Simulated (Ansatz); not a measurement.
C4H10Cd (SMILES C[CH2][Cd][CH2]C), singlet, geometry from GFN2-xTB (such geometries of metal compounds can be far from the true shape) (core potentials on Cd). Base run: Ansatz (a quantum-chemistry and plane-wave program) with PBE0/def2-SVP.

Ansatz was given this input:
Ansatz 0.2 input:
```yaml
crystal:
  periodic: [false, false, false]
  atoms:
    - {symbol: Cd, position_ang: [-0.47539986, -0.23663384, -0.15621558]}
    - {symbol: C, position_ang: [-0.15084967, -0.56841297, 2.03967978]}
    - {symbol: C, position_ang: [1.27272704, -1.11505873, 2.16372254]}
    - {symbol: H, position_ang: [-0.84526345, -1.26133126, 2.51935430]}
    - {symbol: H, position_ang: [-0.21677003, 0.39079705, 2.56810723]}
    - {symbol: H, position_ang: [1.99859546, -0.44213676, 1.69185298]}
    - {symbol: H, position_ang: [1.35857338, -2.10127463, 1.69712496]}
    - {symbol: H, position_ang: [1.56572847, -1.22570834, 3.21292124]}
    - {symbol: C, position_ang: [0.53729101, 0.73469100, -1.90782709]}
    - {symbol: C, position_ang: [0.81313815, 2.17835330, -1.48275184]}
    - {symbol: H, position_ang: [-0.02802775, 0.73681655, -2.84203535]}
    - {symbol: H, position_ang: [1.49106221, 0.22517857, -2.09517876]}
    - {symbol: H, position_ang: [1.37584490, 2.21496682, -0.54222818]}
    - {symbol: H, position_ang: [-0.11918677, 2.73570441, -1.35183281]}
    - {symbol: H, position_ang: [1.40479737, 2.70797603, -2.23667795]}
basis:
  gaussian:
    orbitals: def2-SVP
hamiltonian:
  xc: pbe0
```

Variants of this job, named by their change:

```csv
change,ΔE vs base (kcal/mol)
base,0.000
"point_charge = charge:1.0 position_ang:-2.8453, -3.7726, 3.8279",-2.45
nuclear_model = gaussian,0.008
"final_grid = 10, 20, 41",0.000
"point_charge = charge:0.5 position_ang:5.95, 3.8059, 1.702",-0.439
accuracy = high,-0.006
forces = on,-0.006
"final_grid = 4, 8, 17",0.279
lower_state_search = light,0.000
"final_grid = 6, 12, 29",0.002
"point_charge = charge:-1.0 position_ang:-0.4626, 6.5352, 1.7807",-0.66
```
